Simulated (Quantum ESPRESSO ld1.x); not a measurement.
Results of a calculation; reference values are marked as such.
Problem. Radial electron density D(r) = 4 pi r^2 rho(r) of an atom or ion with 5 electrons. Level of theory: scalar-relativistic Kohn-Sham, LDA (Slater exchange, VWN5 correlation), spin-polarised, spherical densities, point nucleus (ld1.x of Quantum ESPRESSO 7.5).

```
   r/bohr * D(r) (the largest magnitude, 26.5, reaches the edge; | marks zero)
 0.003759 |  *
 0.004703 |   *
 0.005837 |     *
 0.007245 |        *
 0.008991 |           *
  0.01125 |                *
  0.01396 |                      *
  0.01733 |                             *
  0.02168 |                                     *
   0.0269 |                                             *
  0.03339 |                                                   *
  0.04177 |                                                      *
  0.05185 |                                                    *
  0.06435 |                                             *
  0.07986 |                                  *
  0.09991 |                        *
    0.124 |                   *
   0.1539 |                   *
   0.1925 |                       *
    0.239 |                       *
   0.2966 |                   *
    0.371 |           *
   0.4605 |    *
   0.5715 |*
   0.7093 *
   0.8874 *
    1.101 *
```

What is the nuclear charge?

Solution. Z = 23. The innermost maximum, from 1s, lies near gamma/Z bohr with gamma = sqrt(1 - (Z/c)^2) = 0.986, here 0.0429 bohr (found: 0.0428), and its height grows with Z. The density is that of the vanadium ion V18+ in [He] 2s2 2p1; the configuration itself is not fixed sharply by these data, and Z only to about a unit. D(r) has 2 maxima, at r = 0.0428, 0.224 bohr, and minima at 0.135 bohr, inside which lie 2.18 electrons.
